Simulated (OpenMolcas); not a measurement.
## C2+: effect of the IPEA shift

```
Program             : OpenMolcas
Basis               : ANO-RCC-VTZP [4s3p2d1f]
Scalar Hamiltonian  : DKH2, point nucleus
Active space        : 2 electrons in 9 orbitals (RAS2 2s 2p; RAS3 3d, at most 2 electrons)
State averaging     : 2S+1 = 3 even, 3 roots; 2S+1 = 1 even, 7 roots; 2S+1 = 3 odd, 3 roots; 2S+1 = 1 odd, 3 roots
Spin-orbit coupling : state interaction with AMFI integrals over the reference wave functions, term energies averaged over their components
```

Methods on the same reference wave functions:
A. RASSCF
B. MS-RASPT2, IPEA 0 Eh, imaginary shift 0.1 Eh (closed shells correlated: 1s)
C. MS-RASPT2, IPEA 0.25 Eh, imaginary shift 0.1 Eh (closed shells correlated: 1s)

Energies in cm⁻¹ above 2s² ¹S₀, the measured ground level; measured values from Moore, Selected Tables of Atomic Spectra, NSRDS-NBS 3, section 3.

```tsv
Level	A	B	C	Measured
2s² ¹S₀	0.0	0.0	0.0	0.0
2s 2p ³P°₀	52053	52250	52250	52367
2s 2p ³P°₁	52080	52276	52276	52391
2s 2p ³P°₂	52133	52330	52330	52447
2s 2p ¹P°₁	104879	103312	103336	102352
2p² ³P₀	138293	137597	137624	137426
2p² ³P₁	138320	137623	137650	137454
2p² ³P₂	138372	137676	137703	137502
2p² ¹D₂	147915	146427	146443	145876
2p² ¹S₀	190518	184352	184501	182520
```

Deviations, from unrounded energies. A percentage is the sum of absolute deviations over the sum of measured energies, with the sign that they share, or ± where signs differ.

```
           Against measurement  Levels     A     B     C
mean absolute deviation (cm-1)       9  1800   470   500
      other configurations (%)       9  ±1.6  ±0.4  ±0.4
```

B lies closest to measurement on these levels and A furthest from it. The largest miss of B in the table is 2p² ¹S₀, by +1800 cm-1. The ranking rests on the paired levels alone, and a cruder setting can come out closer through cancelling errors.

Between B and C the level of the table that moves most is 2p² ¹S₀, by 150 cm-1 (lowest in B, highest in C).

The lowest spin-free term lies below A's lowest term by 0.008 hartree in B, 0.008 hartree in C.

Active for correlation alone: 3d; no level in the range computed is led by a configuration that fills it, so any true level of that kind is missing. Computed and measured levels are paired by configuration, term and J; levels that our copy of the source lacks, or whose pairing is in doubt (as where it misses far off the trend of its configuration), stay unpaired and out of the deviations. Only configurations of the active space appear.

° marks odd parity.
